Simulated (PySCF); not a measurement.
H4AlFO3, singlet, CAM-B3LYP/def2-SVP optimised geometry.

```
9

Al    -1.06    -0.79     0.00
F     -1.84    -0.86     1.48
O     -1.87    -1.42    -1.35
H     -2.80    -1.67    -1.38
O      0.66    -0.79     0.00
H      1.24    -1.49    -0.31
O     -0.93     1.16     0.00
H      0.04     1.19     0.00
H     -1.24     1.49     0.86
```

Density from CAM-B3LYP/def2-TZVP (PySCF) at that geometry.

Minimum of the electron density along straight lines between bonded atoms, close to the bond critical point (lines longer than 1.1 times the sum of covalent radii, or with two minima, are not listed):

```json
[
 {"bond": "Al1–F2", "length / Å": "1.677", "ρ at the minimum / e bohr⁻³": "0.105", "∇²ρ there / e bohr⁻⁵": "0.82", "position (fraction from the first atom)": "0.43"},
 {"bond": "Al1–O3", "length / Å": "1.698", "ρ at the minimum / e bohr⁻³": "0.110", "∇²ρ there / e bohr⁻⁵": "…", "position (fraction from the first atom)": "0.43"},
 {"bond": "O3–H4", "length / Å": "0.958", "ρ at the minimum / e bohr⁻³": "0.356", "∇²ρ there / e bohr⁻⁵": "-2.40", "position (fraction from the first atom)": "0.81"},
 {"bond": "Al1–O5", "length / Å": "1.720", "ρ at the minimum / e bohr⁻³": "0.104", "∇²ρ there / e bohr⁻⁵": "…", "position (fraction from the first atom)": "0.43"},
 {"bond": "O5–H6", "length / Å": "0.958", "ρ at the minimum / e bohr⁻³": "0.357", "∇²ρ there / e bohr⁻⁵": "-2.42", "position (fraction from the first atom)": "0.81"},
 {"bond": "Al1–O7", "length / Å": "1.960", "ρ at the minimum / e bohr⁻³": "…", "∇²ρ there / e bohr⁻⁵": "0.32", "position (fraction from the first atom)": "0.42"},
 {"bond": "O7–H8", "length / Å": "0.979", "ρ at the minimum / e bohr⁻³": "0.337", "∇²ρ there / e bohr⁻⁵": "-2.34", "position (fraction from the first atom)": "0.82"},
 {"bond": "O7–H9", "length / Å": "0.970", "ρ at the minimum / e bohr⁻³": "0.347", "∇²ρ there / e bohr⁻⁵": "-2.41", "position (fraction from the first atom)": "0.81"}
]
```

Task: Complete the blanks.

Result: 
- Al1–O3, ∇²ρ there / e bohr⁻⁵: 0.77
- Al1–O5, ∇²ρ there / e bohr⁻⁵: 0.71
- Al1–O7, ρ at the minimum / e bohr⁻³: 0.054
